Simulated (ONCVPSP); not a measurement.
## Which change was made? (Sr, ONCV)

- Element: strontium
- Generator: ONCVPSP 4.0.1
- Type: optimised norm-conserving Vanderbilt (ONCV)
- Functional: LDA (Perdew-Zunger)
- Relativity: scalar-relativistic
- Frozen core: [Ar] 3d10
- Valence charge: 10
- Reference configuration: 4s2 4p6 5s1.5 (charge +0.5)
- Partial waves: 4s+5s: rc 2.25 bohr, ncon 3, nbas 7, qcut 5.8 1/bohr, 2 projectors; 4p: rc 2.20 bohr, ncon 5, nbas 9, qcut 6.8 1/bohr, 2 projectors, debl 2 Ha; d scattering state at 0.37 Ha: rc 2.35 bohr, ncon 5, nbas 8, qcut 3.9 1/bohr, 3 projectors, debl 3.1 Ha
- Local potential: polynomial inside 1.65 bohr (lpopt 5, dvloc0 0 Ha)
- Core correction: none

In the d channel the program set the typed energies aside and used 0.050, 3.150, 6.250 Ha.

Cutoffs, loose and tight: the cutoffs (Ha) at which the residual kinetic energy of the hardest occupied pseudo-wave falls to 1 and 0.1 mHa per electron. They do not see the model core or the augmentation charge, which bear on the density cutoff. Test errors are all-electron minus pseudo excitation energies from the reference, over the configurations 4s2 4p6 5s2; 4s2 4p6 5s1; 4s2 4p6 5s0; 4s2 4p5 5s2; variants that change the core or the reference have their own tests.

The base gives: outcome: generated, projector energies reset by the program; cutoff, loose: 12 Ha; cutoff, tight: 17 Ha; bound ghosts: none; GHOST(+) flags above zero: none; largest test error (meV): +2.9.

Problem. After one change the result is: outcome: generated, projector energies reset by the program; cutoff, loose: 13 Ha; cutoff, tight: 17 Ha; bound ghosts: none; GHOST(+) flags above zero: none; largest test error (meV): -8.2. Which change was it?
A. p: rc 3.24
B. all radii scaled by about 1.24 (s 2.80, p 2.74, d 2.92 bohr); local potential polynomial inside 2.06 bohr (lpopt 5, dvloc0 0 Ha)
C. functional PBE
D. fully relativistic

Solution. C. The others give: p: rc 3.24 → outcome: generated, projector energies reset by the program; cutoff, loose: 9.8 Ha; cutoff, tight: 12 Ha; bound ghosts: none; GHOST(+) flags above zero: none; largest test error (meV): +8.0 | fully relativistic → outcome: generated, projector energies reset by the program; cutoff, loose: 12 Ha; cutoff, tight: 17 Ha; bound ghosts: none; GHOST(+) flags above zero: none; largest test error (meV): +11 | all radii scaled by about 1.24 (s 2.80, p 2.74, d 2.92 bohr); local potential polynomial inside 2.06 bohr (lpopt 5, dvloc0 0 Ha) → outcome: generated, projector energies reset by the program; cutoff, loose: 7.6 Ha; cutoff, tight: 9.6 Ha; bound ghosts: none; GHOST(+) flags above zero: none; largest test error (meV): -2.6.
